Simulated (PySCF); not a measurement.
A structure optimised at ωB97X-D3(BJ)/def2-SVP, used in a PySCF frequency run:

```xyz
8

C     -0.1553    -3.1289     0.0000
C      0.2258    -1.9815     0.0000
C      0.6920    -0.6280     0.0000
F      2.0159    -0.4666     0.0000
C     -0.1072     0.4543     0.0000
Cl    -1.8146     0.3185     0.0000
Cl     0.5454     2.0375     0.0000
H     -0.4988    -4.1494     0.0000
```

Question: Write its SMILES, formula and point group.

Answer: C#CC(F)=C(Cl)Cl, C4HCl2F, Cs

Question: What are its rotational constants (standard atomic weights)?

Answer: 2.3897, 1.4695, 0.90996 GHz
